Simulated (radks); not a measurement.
The numbers below are computed, except where a source is named.
Ionisation of Ce+, [Xe] 4f1 5d2, to Ce2+, [Xe] 4f2, under several functionals. Dirac Kohn-Sham, spin-unpolarised, spherical densities, finite nucleus; open shells are shared between the two j in proportion to 2j + 1; a radial shooting solver on a logarithmic mesh with Libxc functionals.

\begin{tabular}{lrrrrrr}
functional & E(Ce+) (hartree) & Exc (hartree) & IE (eV) & -e(HOMO) (eV) & <r> HOMO (bohr) & IE error (eV) \\ \hline
HCTH/407 & -8869.8720 & -215.5776 & 9.145 & 7.267 & 2.886 & -1.811 \\
PBE & -8864.5333 & -210.0076 & 9.575 & 7.125 & 2.870 & -1.381 \\
XLYP & -8865.9493 & -211.4267 & 9.665 & 7.103 & 2.913 & -1.291 \\
PW91 & -8865.6616 & -211.1522 & 9.590 & 7.156 & 2.869 & -1.366 \\
OLYP & -8867.8261 & -213.4406 & 9.156 & 6.921 & 2.876 & -1.800 \\
RPBE & -8864.9119 & -210.3929 & 9.559 & 7.054 & 2.877 & -1.397 \\
\end{tabular}

NIST Atomic Spectra Database: 10.96 eV (semi-empirical). Closest: XLYP. The Delta-SCF values span 0.52 eV, the total energies 5.34 hartree. The highest occupied level is 5d5/2. Spin polarisation and multiplet splitting are left out, so open shells lie too high by an amount that depends on their filling. Sharing an open shell by 2j + 1 raises it above the true ground level by a part of the spin-orbit splitting, which enters the differences from NIST.

Beside tabulated values, note that spin-unpolarised runs miss the spin-polarisation part of the exchange energy of open shells.
